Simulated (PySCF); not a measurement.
# V²⁺ (vanadium, charge +2) across methods

[Ar] 3d2 4p1, one real determinant (an excited configuration). Computed with PySCF 2.14 in aug-cc-pwCVTZ (10s9p7d4f3g, 127 functions), with no relativity, point nucleus.

```tsv
method	E (hartree)	mean ε 3p β (eV)	mean ε 3d α (eV)	mean ε 4p α (eV)	Σ⟨r²⟩ (bohr²)	⟨S²⟩
LDA	-940.533	-66.373	-29.244	-16.058	24.10	3.750
BLYP	-942.756	-66.091	-29.219	-15.883	24.15	3.750
PBE	-942.478	-66.293	-29.293	-16.042	24.19	3.750
PW91	-942.751	-66.372	-29.402	-16.085	24.15	3.750
r2SCAN	-942.691	-67.200	-29.935	-16.057	24.23	3.751
M06-2X	-942.698	-71.956	-33.650	-17.380	24.14	3.751
UHF	-941.80643	-76.365	-38.346	-18.016	24.91	3.753
PBE0	-942.524	-69.174	-31.716	-16.648	24.28	3.751
```

⟨L²⟩ = 13.89 against 20 for a pure G term, so this real determinant mixes terms.
